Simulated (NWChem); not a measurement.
# GaH, singlet; SMILES [GaH]

```xyz
2

Ga     0.0000     0.0000    -0.0517
H      0.0000     0.0000    -1.7341
```
Atoms are numbered in this order, from 1.

Computed with NWChem. Low-valent species are run as closed-shell singlets; no triplet was tried in these runs. All runs use the structure optimised with PBE0/def2-SVP. GIAO values for the isolated, static molecule; σ is the absolute isotropic shielding.

```csv
level,basis functions,σ Ga1 (ppm),σ H2 (ppm)
PBE0/cc-pVDZ,32,…,…
PBE0/cc-pVTZ,57,955.7,21.70
PBE0/pcSseg-1,46,761.6,21.74
PBE0/pcSseg-2,77,807.9,21.62
```

Complete the blanks.


- PBE0/cc-pVDZ, σ Ga1 (ppm): 1045.5
- PBE0/cc-pVDZ, σ H2 (ppm): 21.25
